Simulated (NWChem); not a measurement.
A series in which one site is exchanged, each optimised at PBE0/def2-SVP with NWChem, gas phase unless a solvent is named. All stand in one matching conformer (torsions within 35°), which need not be the lowest. Low-valent species are run as closed-shell singlets; no triplet was tried in these runs. For some, no frequency run checked for a minimum. def2 effective core potentials on Pb; no spin-orbit coupling.

A: [NH2][Pb][F] (PbNH₂F; site = F)
B: [NH2][Pb][Cl] (PbNH$_{2}$Cl; site = Cl)
C: [PbH][NH2] (PbNH₃; site = H)
D: [Br][Pb][NH2] (PbNH2Br; site = Br)

Values for A:

* **dipole (D), PBE0/def2-SVP**: 3.55
* **orbital gap (eV), PBE0/def2-SVP**: 5.13
* **static polarisability, PBE/def2-SVPD (bohr³)**: 53.8
* **lowest singlet excitation, PBE/def2-SVPD, TDA (eV)**: 4.41

**Question.** How do these values change for the other members?

**Answer.** 
```csv
change from A,B,C,D
"dipole (D), PBE0/def2-SVP",+0.42,-2.47,+0.58
"orbital gap (eV), PBE0/def2-SVP",-0.13,-0.37,-0.23
"static polarisability, PBE/def2-SVPD (bohr³)",+17.4,+6.6,+27.7
"lowest singlet excitation, PBE/def2-SVPD, TDA (eV)",-0.56,-1.09,-0.96
```
